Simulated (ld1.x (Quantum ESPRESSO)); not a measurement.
**An all-electron radial function and its pseudo partner (O (Z = 8))**

Columns: radius, all-electron u(r) and pseudo u(r) of the 2s shell (level -23.96 eV) of oxygen in the configuration [He] 2s2 2p4; PBE, scalar-relativistic, RRKJ scheme, ld1.x (Quantum ESPRESSO) 7.5.

```json
{"r (bohr)": "0.078", "all-electron": "0.4052", "pseudo": "-0.0166"}
{"r (bohr)": "0.155", "all-electron": "0.3602", "pseudo": "-0.0823"}
{"r (bohr)": "0.232", "all-electron": "0.1460", "pseudo": "-0.2017"}
{"r (bohr)": "0.310", "all-electron": "-0.1137", "pseudo": "-0.3442"}
{"r (bohr)": "0.388", "all-electron": "-0.3571", "pseudo": "-0.4794"}
{"r (bohr)": "0.465", "all-electron": "-0.5586", "pseudo": "-0.6036"}
{"r (bohr)": "0.542", "all-electron": "-0.7155", "pseudo": "-0.7236"}
{"r (bohr)": "0.620", "all-electron": "-0.8301", "pseudo": "-0.8302"}
{"r (bohr)": "0.698", "all-electron": "-0.9051", "pseudo": "-0.9051"}
{"r (bohr)": "0.775", "all-electron": "-0.9468", "pseudo": "-0.9468"}
{"r (bohr)": "0.852", "all-electron": "-0.9624", "pseudo": "-0.9624"}
{"r (bohr)": "0.930", "all-electron": "-0.9579", "pseudo": "-0.9579"}
{"r (bohr)": "1.008", "all-electron": "-0.9379", "pseudo": "-0.9379"}
{"r (bohr)": "1.085", "all-electron": "-0.9071", "pseudo": "-0.9071"}
{"r (bohr)": "1.162", "all-electron": "-0.8688", "pseudo": "-0.8688"}
{"r (bohr)": "1.240", "all-electron": "-0.8250", "pseudo": "-0.8250"}
{"r (bohr)": "1.318", "all-electron": "-0.7782", "pseudo": "-0.7782"}
{"r (bohr)": "1.395", "all-electron": "-0.7307", "pseudo": "-0.7307"}
{"r (bohr)": "1.472", "all-electron": "-0.6830", "pseudo": "-0.6830"}
{"r (bohr)": "1.550", "all-electron": "-0.6355", "pseudo": "-0.6355"}
{"r (bohr)": "1.628", "all-electron": "-0.5893", "pseudo": "-0.5893"}
{"r (bohr)": "1.705", "all-electron": "-0.5456", "pseudo": "-0.5456"}
{"r (bohr)": "1.782", "all-electron": "-0.5039", "pseudo": "-0.5039"}
{"r (bohr)": "1.860", "all-electron": "-0.4640", "pseudo": "-0.4640"}
{"r (bohr)": "1.938", "all-electron": "-0.4264", "pseudo": "-0.4264"}
{"r (bohr)": "2.015", "all-electron": "-0.3918", "pseudo": "-0.3918"}
```

Question: How many radial nodes do the two functions have?

Answer: The all-electron 2s function has n − l − 1 = 1; the pseudo-wave has 0, since the states of the same l below it are removed with the core.

Question: At about which radius was the pseudo-wave matched?

Answer: 0.65 bohr, where the columns begin to agree (steps of 0.08 bohr).

Question: Where does each function peak?

Answer: Outermost all-electron maximum near 0.85 bohr, pseudo maximum near 0.85 bohr (to the table’s step).

Question: Is the pseudo-wave norm-conserving?

Answer: Yes: the RRKJ scheme keeps the norm inside the radius equal to the all-electron one, which fixes the energy derivative of the logarithmic derivative at the level.
